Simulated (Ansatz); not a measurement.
A nudged elastic band was laid between two geometries of Cl3FH3OSTa (10 atoms, charge 0, multiplicity 1).

Level of theory: RKS PBE/def2-SVP in Ansatz 0.2.0.

```json
{
 "movable images": "9",
 "climbing image": "yes",
 "spring": "5.0 eV/Å²",
 "optimiser": "quadratic models (default)",
 "start path": "through a guess of the saddle point",
 "force threshold": "0.03 eV/Å",
 "iteration limit": "60",
 "end points": "relaxed"
}
```

First end point:

```xyz
10
Properties=species:S:1:pos:R:3
Ta 0.002 -0.048 -0.149
O 1.863 0.425 -0.047
H 2.493 0.251 0.676
F 0.330 -0.947 1.514
Cl 0.030 0.334 -2.465
Cl -0.943 1.911 0.600
Cl -1.978 -1.352 -0.269
S 0.983 -2.570 -1.100
H 1.088 -3.172 0.119
H 2.319 -2.292 -1.137
```

Last end point:

```xyz
10
Properties=species:S:1:pos:R:3
Ta -0.181 -0.576 -0.296
O 2.081 -0.046 -0.260
H 2.379 0.564 0.444
F 0.227 -1.337 1.408
Cl -0.132 0.104 -2.533
Cl -0.118 1.614 0.610
Cl -2.430 -1.025 -0.178
S 0.808 -2.640 -1.183
H 0.887 -3.286 0.018
H 2.666 -0.831 -0.289
```

(1) Which bonds break or form, and what moves?

(2) What energy profile does the band end with?

(3) What is the geometry of the highest image?

(4) What are the harmonic wavenumbers there?

Answers

(1) Bonds broken: S8–H10. Bonds formed: O2–H10.

(2) It converged. The highest image is number 4 of 0 to 10, 12.3 kcal/mol above the first end and 12.6 kcal/mol above the last; the last end lies 0.3 kcal/mol below the first. A vibrational analysis at the climbing image gives one clearly imaginary mode, 872i cm⁻¹: a first-order saddle point. The orbitals stay closed-shell, which can raise the energy where a bond breaks towards radicals; this wasn't checked here.

```json
{"image": "0", "path coordinate (Å)": "0.00", "energy (kcal/mol)": "0.0", "S8–H10 (Å)": "1.37", "O2–H10 (Å)": "2.96"}
{"image": "1", "path coordinate (Å)": "0.37", "energy (kcal/mol)": "0.6", "S8–H10 (Å)": "1.36", "O2–H10 (Å)": "2.58"}
{"image": "2", "path coordinate (Å)": "0.74", "energy (kcal/mol)": "2.6", "S8–H10 (Å)": "1.37", "O2–H10 (Å)": "2.16"}
{"image": "3", "path coordinate (Å)": "1.12", "energy (kcal/mol)": "6.8", "S8–H10 (Å)": "1.41", "O2–H10 (Å)": "1.74"}
{"image": "4", "path coordinate (Å)": "1.49", "energy (kcal/mol)": "12.3", "S8–H10 (Å)": "1.60", "O2–H10 (Å)": "1.30"}
{"image": "5", "path coordinate (Å)": "1.76", "energy (kcal/mol)": "7.7", "S8–H10 (Å)": "1.86", "O2–H10 (Å)": "1.08"}
{"image": "6", "path coordinate (Å)": "2.03", "energy (kcal/mol)": "2.9", "S8–H10 (Å)": "2.09", "O2–H10 (Å)": "1.01"}
{"image": "7", "path coordinate (Å)": "2.30", "energy (kcal/mol)": "0.8", "S8–H10 (Å)": "2.31", "O2–H10 (Å)": "0.99"}
{"image": "8", "path coordinate (Å)": "2.57", "energy (kcal/mol)": "0.0", "S8–H10 (Å)": "2.48", "O2–H10 (Å)": "0.99"}
{"image": "9", "path coordinate (Å)": "2.85", "energy (kcal/mol)": "-0.2", "S8–H10 (Å)": "2.60", "O2–H10 (Å)": "0.98"}
{"image": "10", "path coordinate (Å)": "3.12", "energy (kcal/mol)": "-0.3", "S8–H10 (Å)": "2.74", "O2–H10 (Å)": "0.98"}
```

(3) 
```xyz
10
Properties=species:S:1:pos:R:3
Ta -0.119 -0.299 -0.212
O 1.973 -0.019 -0.276
H 2.435 0.093 0.580
F 0.280 -1.060 1.494
Cl -0.121 0.237 -2.484
Cl -0.558 1.815 0.616
Cl -2.168 -1.366 -0.255
S 1.155 -2.513 -1.123
H 1.266 -3.102 0.103
H 2.044 -1.245 -0.703
```

(4) 872i, 54, 90, 97, 128, 136, 151, 182, 212, 236, 357, 364, 379, 383, 423, 522, 564, 581, 630, 716, 1182, 1394, 2608, 3684 cm⁻¹.

Time of the run: 8.2 min on 4 threads of Arm Neoverse V1, with other jobs on the host, peak memory 0.25 GiB.
